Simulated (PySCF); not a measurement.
# W²⁺ (tungsten, charge +2) across methods

[Xe] 4f14 5d4, high-spin 5D determinant. Computed with PySCF 2.14 in aug-cc-pVDZ-PP with ECP60MDF (5s5p4d2f, 54 functions), with scalar relativity through the core potential.

| method | E (hartree) | mean ε 5p α (eV) | mean ε 5p β (eV) | mean ε 5d α (eV) | Σ⟨r²⟩ (bohr²) | ⟨S²⟩ |
| --- | --- | --- | --- | --- | --- | --- |
| PBEsol | -66.3085 | -59.729 | -57.240 | -21.013 | 30.05 | 6.001 |
| TPSS | -66.4080 | -60.121 | -57.467 | -20.907 | 29.86 | 6.001 |
| PBE | -66.4289 | -59.852 | -57.339 | -21.031 | 29.97 | 6.001 |
| PBE0 | -66.4058 | -62.972 | -59.504 | -22.427 | 29.77 | 6.001 |
| UHF | -65.90823 | -71.552 | -64.837 | -26.012 | 29.63 | 6.003 |
| r2SCAN | -66.4430 | -61.247 | -57.946 | -21.258 | 29.69 | 6.001 |
| wB97X-V | -66.3771 | -65.374 | -62.256 | -24.576 | 29.73 | 6.001 |
| M06-2X | -66.2950 | -65.186 | -61.641 | -23.693 | 29.81 | 6.000 |

Estimate the same row for LDA.

E (hartree) = -66.2296; mean ε 5p α (eV) = -59.844; mean ε 5p β (eV) = -57.414; mean ε 5d α (eV) = -21.128; Σ⟨r²⟩ (bohr²) = 30.25; ⟨S²⟩ = 6.000.

Energies and moments cover only the electrons outside the core potential. Spin-orbit coupling, absent here, splits the open shell strongly.
